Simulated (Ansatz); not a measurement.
Reaction (ligand exchange at the Si–O bond): `CO[SiH2]O[SiH](O)F` + `S[SiH2]Cl` → `CO[SiH2]S[SiH2]Cl` + `O[SiH](O)F`

Gas-phase electronic energies from Ansatz, PBE0-D4/def2-TZVP geometries. CCSD(T)/CBS adds triple-zeta CCSD(T) − MP2 to the extrapolated MP2 energy (def2 sets, frozen cores). This one scheme is used for every species. Functionals use def2-TZVPP. B3LYP here is the variant with VWN-RPA as its local correlation; programs differ in this. One conformer a species, not always the lowest.

Is it downhill or uphill in electronic energy at CCSD(T)/CBS, and by how much? (An estimate is asked.)

Ansatz gave: Uphill: ΔE = +0.62 eV.

What do these levels give: B3LYP-D4, ωB97M-V, B2PLYP, r2SCAN, CCSD/def2-TZVPP, CCSD/CBS(def2)? (Estimate.)

Computed: B3LYP-D4 0.62, ωB97M-V 0.61, B2PLYP 0.68, r2SCAN 0.60, CCSD/def2-TZVPP 0.69, CCSD/CBS(def2) 0.66 eV.

Largest T1 diagnostic among the species: 0.012.

From PBE to PBE0 (25 % exact exchange), in def2-TZVPP and without D4, ΔE moves by +0.05 eV. In def2-TZVPP, CCSD(T) changes the Hartree–Fock value by −0.21 eV (the triples alone add −0.04 eV) and MP2 by −0.28 eV.
